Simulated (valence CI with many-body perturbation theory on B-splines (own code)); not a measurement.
## Forbidden lines of Tl49+

Calculated by relativistic CI+MBPT: four valence electrons over a frozen Dirac-Fock core [Ar] 3d10, a basis of 11 s, 11 p, 10 d, 8 f, 5 g, 2 h functions for each j, with the one-electron correlation potential Σ1, the two-electron term Σ2, the three-electron term Σ3, Breit, model QED; selected CI, second order for the rest, scaled by the run's own slope (own B-spline code, finite nucleus).

No measured spectrum was set against this ion. As an estimate, large intervals hold to a few tenths of a per cent, small ones and those within an open d or f shell to about a per cent. Among the levels kept, up to 400 cm⁻¹ of a level comes from second order outside the variational space, and about a tenth of that is noise between levels of different J, which matters for small intervals.

Lines 1 to 13 of 13 in falling wavelength, among levels below 874.33 eV, chosen from the decays that carry over 1 % of a level's rate. Wavelengths and rates use the calculated energies. Electric multipoles are in the length gauge, E1 and E2 with the static RPA response of the core. Weak lines are less certain than strong ones. Lines between different terms over intervals too small for the method are left out, as are lines whose strength nearly cancels.

Levels are named by their leading jj configuration (3d3/2^4 stands for four electrons in 3d with j = 3/2), which in mixed levels can hold well under half, so a name can repeat and another be missing.

| λ vac (nm) | Upper | Lower | Type | A (s⁻¹) | Branch % |
| --- | --- | --- | --- | --- | --- |
| 12.86 | (4s^2 4p3/2 4d5/2) J=4 | (4s 4p1/2 4p3/2^2) J=3 | M1 | 3.56e+05 | 1.6 |
| 8.444 | (4s^2 4p3/2 4d5/2) J=4 | (4s^2 4p1/2 4d5/2) J=3 | M1 | 1.68e+07 | 74.4 |
| 8.444 | (4s^2 4p3/2 4d5/2) J=4 | (4s^2 4p1/2 4d5/2) J=3 | E2 | 3.71e+05 | 1.6 |
| 8.375 | (4s^2 4p3/2 4d5/2) J=4 | (4s^2 4p1/2 4d5/2) J=2 | E2 | 5.98e+05 | 2.6 |
| 8.203 | (4s^2 4p1/2 4p3/2) J=1 | (4s^2 4p1/2^2) J=0 | M1 | 2.19e+07 | 100.0 |
| 8.005 | (4s^2 4p3/2^2) J=2 | (4s^2 4p1/2 4p3/2) J=2 | M1 | 1.75e+07 | 35.7 |
| 8.005 | (4s^2 4p3/2^2) J=2 | (4s^2 4p1/2 4p3/2) J=2 | E2 | 1.85e+06 | 3.8 |
| 7.946 | (4s^2 4p1/2 4p3/2) J=2 | (4s^2 4p1/2^2) J=0 | E2 | 1.02e+06 | 100.0 |
| 7.761 | (4s^2 4p3/2^2) J=2 | (4s^2 4p1/2 4p3/2) J=1 | M1 | 1.80e+07 | 36.7 |
| 7.761 | (4s^2 4p3/2^2) J=2 | (4s^2 4p1/2 4p3/2) J=1 | E2 | 8.72e+05 | 1.8 |
| 7.496 | (4s^2 4p3/2^2) J=0 | (4s^2 4p1/2 4p3/2) J=2 | E2 | 3.50e+06 | 6.2 |
| 7.281 | (4s^2 4p3/2^2) J=0 | (4s^2 4p1/2 4p3/2) J=1 | M1 | 4.15e+07 | 74.1 |
| 4.878 | (4s^2 4p3/2 4d5/2) J=4 | (4s 4p1/2^2 4p3/2) J=2 | E2 | 2.59e+05 | 1.1 |
